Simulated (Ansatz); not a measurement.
A made-up structure of CHOTe, doublet:

O1  (-1.128, 0.341, 1.640)
C2  (-0.352, -0.116, 0.944)
Te3  (0.183, 0.496, -1.337)
H4  (0.187, -1.025, 1.021)
(Å)

It is relaxed with PBE-D4/def2-SVP and then PBE0-D4/def2-TZVP (Ansatz 0.2.0). Atoms count as bonded within 1.22 times the sum of their covalent radii (H–H: 0.88 Å). The end point is not checked to be a true minimum.

(1) Does its bonding change? (A judgement: the text doesn't fix the answer.)

Answers

(1) By the calculation: No: no bond forms or breaks.

Where it ends: The first stage lowers the energy by 0.43 eV in 7 steps. It ends as CHOTe ([O][CH][Te]):
```xyz
4
angstrom
O -1.0962 0.4003 1.5451
C -0.3381 -0.1504 0.8126
Te 0.1060 0.5146 -1.1764
H 0.2184 -1.0681 1.0858
```

Labels in which every atom is bracketed show which atoms are joined, not bond orders.

For scale, one of the runs: PBE0-D4/def2-TZVP relaxation, 118 basis functions, launched by `ansatz run in.yaml --threads 2 --pin off --events-out ev --progress --plain --max-ram 4352MiB`. The run took about 35 s on 2 CPU threads of an Arm Neoverse V2 (shared host).
